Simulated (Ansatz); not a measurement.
Input for Ansatz (a first-principles code): R-SVWN5/def2-TZVPP on CH5InO (SMILES [CH3][InH][OH]). Elements past Kr take the def2 small-core potentials; no spin–orbit coupling.

Ansatz 0.2 input:
```yaml
crystal:
  periodic: [false, false, false]
  atoms:
    - {symbol: C, position_ang: [-1.39759174, -0.11613905, 0.24135300]}
    - {symbol: In, position_ang: [0.58650327, 0.53283695, -0.28396550]}
    - {symbol: O, position_ang: [1.89511550, -0.95351644, 0.09328133]}
    - {symbol: H, position_ang: [-1.82203395, 0.54072108, 0.99983456]}
    - {symbol: H, position_ang: [-1.33572632, -1.13107870, 0.62851182]}
    - {symbol: H, position_ang: [-2.04505447, -0.09700792, -0.63468918]}
    - {symbol: H, position_ang: [1.31065165, 1.95993808, -0.92593513]}
    - {symbol: H, position_ang: [2.80813604, -0.73575401, -0.11839090]}
basis:
  gaussian:
    orbitals: def2-TZVPP
hamiltonian:
  xc: {name: SVWN5}
scf: {lower_state_search: off}
```

The head of its log:

```
WARN ansatz: RAYON_NUM_THREADS=1 ignored (pool sized by the plan → 1); use --threads N
Functional definition: SVWN5
these checks for a lower state are left out or cut short: stability, starts, cluster_reference, orbital_swaps, neighbouring_geometries, increment
integrals: 0.08 GiB planned
1014 factors; their error is unknown
mean field: 0.62 GiB planned
mean field evaluation 1: about -8287.9457 eV, gradient 9.8e1 eV
mean field evaluation 2: about -8151.1539 eV, gradient 2.2e2 eV
```

Q: Give the final energy of this run.

A: -305.2782 hartree.
